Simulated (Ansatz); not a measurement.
Consider the hydrogenolysis of a C–Si bond: `N=C([SiH3])BO` + H₂ → `N=CBO` + SiH₄.

Calculated with Ansatz (gas phase, PBE0-D4/def2-TZVP geometries, no zero-point term in ΔE). CBS: MP2 limit from def2 TZ/QZ plus the TZ coupled-cluster correction, frozen cores. This one scheme is used for every species. Functionals use def2-TZVPP. HSE06 is defined as in plane-wave codes. One conformer a species, not always the lowest.

(1) Is it downhill or uphill in electronic energy at CCSD(T)/CBS, and by how much? (An estimate is asked.)

(2) What do these levels give: PBE, revPBE, PBE0, HSE06, BHLYP, MP2/CBS(def2)? (Best estimate.)

(3) What do rigid-rotor, harmonic-oscillator terms from PBE0-D4/def2-TZVP frequencies (298.15 K, 1 bar) make of the CCSD(T)/CBS value? (Best estimate.)

Largest T1 diagnostic among the species: 0.014.

## Answers

(1) Computed: Downhill: ΔE = -0.44 eV.

(2) Computed: PBE -0.47, revPBE -0.48, PBE0 -0.52, HSE06 -0.51, BHLYP -0.60, MP2/CBS(def2) -0.39 eV.

(3) The calculation gave: ΔZPE = +0.18 eV, ΔH = -0.32 eV, ΔS = 13 J/(mol·K), ΔG = -0.35 eV.

The D4 term adds +0.11 eV with B3LYP and +0.06 eV with PBE0; it sums over pairs of atoms, weighted by their polarisabilities, and B3LYP, whose exchange is more repulsive, gets the larger term. Leaving LDA and LC-ωPBE aside and taking each functional with its dispersion term where it has one, the values, not all of them listed here, spread over 0.16 eV, from B2PLYP to revPBE-D4.

B3LYP here is the variant with VWN-RPA as its local correlation; programs differ in this.
